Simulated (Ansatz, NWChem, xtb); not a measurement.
How methods differ on C2H7Ga (SMILES [CH3][GaH][CH3])

C2H7Ga has 10 atoms, charge 0, and is taken as a singlet. SMILES: `[CH3][GaH][CH3]`. Geometry: relaxed at PBE0-D4/def2-TZVP.

```tsv
atom	x (Å)	y (Å)	z (Å)
C	-1.0634	1.1428	-0.7118
Ga	0.6490	0.2661	-0.2813
C	0.6815	-1.3215	0.8869
H	-1.5337	0.6142	-1.5482
H	-0.9354	2.1838	-1.0115
H	-1.7597	1.0952	0.1286
H	1.9973	0.8365	-0.8726
H	0.6877	-0.9940	1.9323
H	1.5693	-1.9359	0.7305
H	-0.2096	-1.9383	0.7501
```

Each level gives the dipole moment (D). The values are calculated.

```tsv
level	kind	program	value (D)	CPU time
GFN2-xTB	semi-empirical	xtb	1.41	under 2 s
GFN0-xTB	semi-empirical	xtb	0.96	under 2 s
GFN1-xTB	semi-empirical	xtb	0.96	under 2 s
HF/3-21G	Hartree–Fock	NWChem	0.53	3.8 s
HF/def2-SVP	Hartree–Fock	Ansatz	0.58	4.4 s
B3LYP/6-31G* (spherical functions)	global hybrid	Ansatz	0.71	7.7 s
B3LYP/6-31G* (Cartesian functions)	global hybrid	NWChem	0.70	35 s
PBE0/cc-pVDZ	global hybrid	Ansatz	0.68	10 s
PBE0/def2-SVP	global hybrid	Ansatz	0.68	8.4 s
MP2/def2-SVP	perturbation theory	Ansatz	0.63	8.3 s
```

All-electron rows without a relativistic Hamiltonian named are non-relativistic. The values span 0.53 to 1.41 D. In the correlated wave-function rows the outer d shell of Ga is correlated, in sets not made for it. Magnitudes only: a small dipole may point the other way at some levels. Sets without polarisation functions give poor dipoles. Times are those of the runs behind each value, whatever else they computed, on shared processors of several kinds: orders of magnitude only.
